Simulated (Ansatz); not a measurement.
CH₇ClOSi₂, SMILES `C[SiH2][SiH](O)Cl`, relaxed with RKS PBE0-D4/def2-TZVP in the Gaussian-basis code of Ansatz from a PBE-D4/def2-SVP geometry. The force threshold is 0.005 eV/Å; the program also tests the step.

The species carries charge 0 and has multiplicity 1.

Start:

```xyz
12

C     1.425   -0.597    1.043
Si   -0.103    0.519    1.058
Si   -1.187    0.218   -0.996
O    -0.047    0.609   -2.167
Cl   -1.664   -1.831   -1.102
H     1.975   -0.548    2.004
H     1.119   -1.646    0.860
H     2.106   -0.289    0.225
H     0.267    1.968    1.250
H    -1.060    0.132    2.155
H    -2.487    0.940   -1.239
H    -0.343    0.524   -3.091
```

```json
{"step": "1", "energy (eV)": "-31467.2020", "largest force (eV/Å)": "0.945", "largest move (Å)": "0.000"}
{"step": "2", "energy (eV)": "-31467.2516", "largest force (eV/Å)": "0.561", "largest move (Å)": "0.067"}
{"step": "3", "energy (eV)": "-31467.2637", "largest force (eV/Å)": "0.293", "largest move (Å)": "0.036"}
{"step": "4", "energy (eV)": "-31467.2664", "largest force (eV/Å)": "0.153", "largest move (Å)": "0.015"}
{"step": "5", "energy (eV)": "-31467.2676", "largest force (eV/Å)": "0.125", "largest move (Å)": "0.023"}
{"step": "6", "energy (eV)": "-31467.2687", "largest force (eV/Å)": "0.019", "largest move (Å)": "0.028"}
{"step": "7", "energy (eV)": "-31467.2689", "largest force (eV/Å)": "0.005", "largest move (Å)": "0.014"}
{"step": "8", "energy (eV)": "-31467.2689", "largest force (eV/Å)": "0.010", "largest move (Å)": "0.010"}
{"step": "9", "energy (eV)": "-31467.2689", "largest force (eV/Å)": "0.006", "largest move (Å)": "0.003"}
{"step": "10", "energy (eV)": "-31467.2689", "largest force (eV/Å)": "0.002", "largest move (Å)": "0.002"}
```

End:

```xyz
12

C     1.442   -0.603    1.089
Si   -0.077    0.491    1.027
Si   -1.176    0.207   -1.015
O    -0.122    0.631   -2.201
Cl   -1.682   -1.796   -1.203
H     1.956   -0.499    2.046
H     1.162   -1.650    0.958
H     2.138   -0.333    0.292
H     0.282    1.928    1.187
H    -1.043    0.137    2.105
H    -2.466    0.931   -1.172
H    -0.413    0.558   -3.112
```

It took 44 s on 4 threads of an Arm Neoverse V2 on a shared host, with 0.65 GiB of host memory at the peak.
